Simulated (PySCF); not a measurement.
Si(H)2(Me)(NHiPr), SMILES C[SiH2]NC(C)C (C4H13NSi) at its GFN2-xTB optimised geometry (Å):

```
19

Si    -0.0568    -1.9503     0.0000
C     -0.7631    -2.7072    -1.5841
N     -0.5413    -0.3058     0.0000
C     -0.1867     0.6407     1.0320
C     -0.0659     2.0407     0.4310
C     -1.1953     0.6303     2.1830
H     -0.5154    -2.7499     1.1550
H      1.4115    -1.9503     0.0000
H     -0.4638    -2.1469    -2.4638
H     -0.4030    -3.7232    -1.7026
H     -1.8480    -2.7461    -1.5680
H     -1.4115    -0.0540    -0.4463
H      0.7894     0.3304     1.4184
H      0.6436     2.0311    -0.3923
H     -1.0314     2.3717     0.0526
H      0.2749     2.7499     1.1807
H     -2.1780     0.9310     1.8239
H     -1.2697    -0.3707     2.6002
H     -0.8875     1.3165     2.9678
```

Computed with PBE0/def2-SVP run with PySCF. Cells within 0.4 Å of a nucleus heavier than hydrogen are left out (blank, or x).

Map of the Laplacian of the electron density (e/bohr⁵), clipped to [-1.50, 1.50] on the plane z = 0.0 Å:

```
|555555555555555555555555555|
|555555555555555555555555555|
|555555555555555555555555555|
|555555555555555555555555555|
|555555555555555555555555555|
|555555555555555555555555555|
|555555555544555555555555555|
|555555555501443455555555555|
|555555555554442455555555555|
|555555555555555555555555555|
|555555555555555555555555555|
|555555555555555555555555555|
|555555555556555555555555555|
|55555555554xx55555555555555|
|55555555554xx45555555555555|
|555555555553145555555555555|
|555555555555455555555555555|
|555555555555999444555555555|
|555555555556xx9410555555555|
|5555555555559x9444555555555|
|555555555555565555555555555|
|555555555555555555555555555|
|555555555555555555555555555|
|555555555555555555555555555|
|555555555555555555555555555|
|555555555555555555555555555|
|555555555555555555555555555|
```
Scale: ten equal steps from -1.50 (start of '0') to 1.50 (end of '9'), in the order '0123456789'; x runs from -5.00 to 5.00, y from -5.00 (bottom) to 5.00 (top).
